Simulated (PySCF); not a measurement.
C3H6GeO, SMILES [O](CC#C)[GeH3].

Geometry optimised at TPSSh-D3(BJ)/def2-SVP. The structure was generated by enumeration, and PubChem lists no compound with its InChIKey, so it may never have been made. The values are those of a single conformer.

Method: PySCF with PBE0/def2-TZVP.

Isolated molecule, no solvent.

```
Quantity                                                                                                        Value
---------------------------------------------------------------------------------------------  ----------------------
total energy                                                                                      -2269.65671 hartree
point group                                                                                                        Cs
highest occupied level                                                                                       -7.59 eV
lowest empty level                                                                                           -0.22 eV
orbital gap                                                                                                   7.37 eV
dipole moment                                                                                                  1.52 D
quadrupole, principal values (traceless, Buckingham form, about the centre of nuclear charge)  -3.67, -2.74, 6.41 D·Å
mean static polarisability                                                                      68.3 bohr³ (10.12 Å³)
polarisability, principal values                                                               53.7, 56.5, 94.6 bohr³
```
